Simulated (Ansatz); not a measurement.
Consider the redistribution: `O=CB[SiH3]` + `C=NC[TeH]` → `O=CB[TeH]` + `C=NC[SiH3]`.

Computed with Ansatz on PBE0-D4/def2-TZVP structures; ΔE is electronic, products minus reactants. CCSD(T)/CBS adds triple-zeta CCSD(T) − MP2 to the extrapolated MP2 energy (def2 sets, frozen cores). DFT in def2-TZVPP. def2 core potentials past Kr. For Te outer-core shells are correlated without core-valence functions, which leaves a few kJ/mol of doubt a bond. Each species was taken in one conformer, which may not be the lowest.

**Question.** Is it downhill or uphill in electronic energy at CCSD(T)/CBS, and by how much? (Best estimate.)

**Answer.** Computed: Downhill: ΔE = -1.19 eV.

**Question.** What do these levels give: PBE-D4, ωB97X-V, r2SCAN, SCS-MP2/def2-QZVPP, HF/CBS(def2), MP2/CBS(def2)? (An estimate is asked.)

**Answer.** The calculation gave: PBE-D4 -1.01, ωB97X-V -1.18, r2SCAN -1.10, SCS-MP2/def2-QZVPP -1.24, HF/CBS(def2) -1.41, MP2/CBS(def2) -1.24 eV.

Largest T1 diagnostic among the species: 0.021, so the coupled-cluster value is less sure than usual.

In def2-TZVPP, CCSD(T) changes the Hartree–Fock value by +0.20 eV (the triples alone add +0.05 eV) and MP2 by +0.15 eV. From PBE to PBE0 (25 % exact exchange), in def2-TZVPP and without D4, ΔE moves by −0.13 eV.
